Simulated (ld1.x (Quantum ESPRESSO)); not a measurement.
**Before and after: TM potential for Xe**

- Element: xenon (Xe)
- Generator: ld1.x (Quantum ESPRESSO) 7.5
- Type: norm-conserving Troullier–Martins (Kleinman–Bylander form)
- Functional: PBE
- Relativity: scalar-relativistic
- Frozen core: [Kr] 4d10
- Valence charge: 8
- Reference configuration: 5s2 5p6
- Partial waves: 5s (bound): rc 1.30 bohr; 5p (bound): rc 1.55 bohr; 5d channel at -0.1 Ry: rc 1.35 bohr
- Local potential: the d channel
- Core correction: none

Change: all radii scaled by about 1.30 (s 1.70, p 2.02, d 1.76 bohr).

Cutoffs: the cutoffs (Ry, on a coarse ladder) from which the occupation-weighted sum of valence levels, in a spherical-Bessel basis at the reference potential, stays within 10 and 1 mRy of its value at 400 Ry; they do not see the model core or the augmentation charge, which bear on the density cutoff. Errors are all-electron minus pseudo energies relative to the spin-unpolarised reference configuration.

Question: How do hardness, ghosts and transferability respond?

Answer: The potential gets softer (110 Ry and 200 Ry → 35 Ry and 50 Ry); both files keep a bound ghost (p, s); the number of tests that count goes from 6 to 5; of the 5 tests that both files solve, the error grows in 4 and shrinks in 1 by more than 15 % and 0.3 meV (median size 11.5 → 6.3 meV). A larger radius leaves more room for a smooth pseudo-wave, so fewer plane waves are needed.

```tsv
quantity	base	changed
cutoff, loose	110 Ry	35 Ry
cutoff, tight	200 Ry	50 Ry
loose cutoff by channel (10 mRy a level)	s 70 Ry, p 40 Ry	s 18 Ry, p 18 Ry
bound ghosts	s, p	s, p
tests counted (converged, no solver errors)	6 of 6	5 of 6
error for 5s2 5p5, meV [ΔE 12.54 eV]	-3.5	-6.3
error for 5s2 5p4, meV [ΔE 34.29 eV]	-11	-23
error for 5s2 5p3, meV [ΔE 66.01 eV]	-28	-49
error for 5s2 5p5.5, meV [ΔE 5.17 eV]	-1.4	-2.1
error for 5s1 5p6, meV [ΔE 24.68 eV]	+21	-5.9
```

Changed file: Tests not counted: 5s2 5p2 (solver errors, printed error -19.3 eV). ld1.x printed “convergence not achieved” for 1 of the counted tests; its residual had stalled under 1e-8, short of the target of 1e-14. A true bound ghost makes a file unfit for plane-wave use even where its test errors are small: the radial tests pick states by their node count and pass the ghost by. Where a test does run into it, the solver fails or the error is huge.
